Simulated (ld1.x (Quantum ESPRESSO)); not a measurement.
molybdenum (Mo), PAW: configuration errors across variants

ld1.x (Quantum ESPRESSO) 7.5 input, shortened:

```
&input
   title='Mo', zed=42., rel=2, dft='PZ', iswitch=3,
   config='[Kr] 4d5 5s0.5 5p0.5', rel_dist='average'
 /
 &inputp
   pseudotype=3, lpaw=.true., tm=.true., lloc=-1, rcloc=1.60,
   nlcc=.true., new_core_ps=.true.,
   which_augfun='PSQ', rmatch_augfun_nc=.true.
 /
6
4S  1  0   2.00   0.00  1.65  1.95  0.0
5S  2  0   0.50   0.00  1.65  1.95  0.0
4P  2  1   6.00   0.00  1.65  1.95  0.0
5P  3  1   0.50   0.00  1.65  1.95  0.0
4D  3  2   5.00   0.00  1.50  2.05  0.0
4D  3  2   0.00   0.60  1.50  2.05  0.0
 &test
   configts(1)='4s2 4p6 4d5 5s0.5 5p0.5'
 /
```

Open shells are filled in proportion to 2j + 1 (rel_dist='average').

All-electron excitation energies from the reference (eV): (1) 4s2 4p6 4d5 5s1 5p0 -1.597; (2) 4s2 4p6 4d5 5s0 5p0 5.589; (3) 4s2 4p6 4d4 5s0 5p0 21.291; (4) 4s2 4p6 4d3 5s0 5p0 48.250; (5) 4s2 4p5 4d5 5s1 5p0 42.541; (6) 4s2 4p6 4d4 5s1 5p1 2.159; (7) 4s2 4p6 4d4 5s2 5p0 -1.459.

The default core radius of the base comes out at 0.72 bohr.

Errors AE − PS in meV (a dash: test not solved or not reliable):

| change | (1) | (2) | (3) | (4) | (5) | (6) | (7) | bound ghosts |
| --- | --- | --- | --- | --- | --- | --- | --- | --- |
| base | +0.3 | +0.3 | +0.5 | +5.4 | +11 | +1.3 | +6.0 | not determined |
| core correction a·sin(br)/r model core, default radius (ld1.x builds one for every PAW set, though the input has nlcc=.false.) | +0.1 | +0.3 | +0.4 | +5.3 | +5.1 | +1.3 | +4.1 | not determined |
| core correction Bessel-smoothed model core inside 0.80 bohr | +0.2 | +0.3 | +0.5 | +5.3 | +10 | +1.3 | +5.8 | not determined |
| core correction Bessel-smoothed model core inside 0.92 bohr | +0.3 | +0.3 | +0.5 | +5.3 | +9.6 | +1.3 | +5.5 | not determined |
| core correction Bessel-smoothed model core inside 1.20 bohr | +0.2 | +0.3 | +0.4 | +5.3 | +7.1 | +1.2 | +4.6 | not determined |
| core correction Bessel-smoothed model core inside 1.38 bohr | +0.1 | +0.3 | +0.4 | +5.3 | +5.8 | +1.3 | +4.2 | not determined |
| core correction Bessel-smoothed model core inside 1.74 bohr | +0.1 | +0.3 | +0.4 | +5.3 | +5.1 | +1.2 | +4.1 | not determined |
| core correction Bessel-smoothed model core inside 1.92 bohr | +0.1 | +0.3 | +0.4 | +5.3 | +5.1 | +1.3 | +4.1 | not determined |
| core correction Bessel-smoothed model core inside 2.18 bohr | +0.1 | +0.3 | +0.4 | +5.3 | +5.1 | +1.3 | +4.1 | not determined |
| core correction Bessel-smoothed model core inside 2.34 bohr | +0.1 | +0.3 | +0.4 | +5.3 | +5.1 | +1.3 | +4.1 | not determined |

Give the same row for: core correction Bessel-smoothed model core inside 1.54 bohr.

+0.1, +0.3, +0.4, +5.3, +5.3, +1.3, +4.1; bound ghosts: not determined.
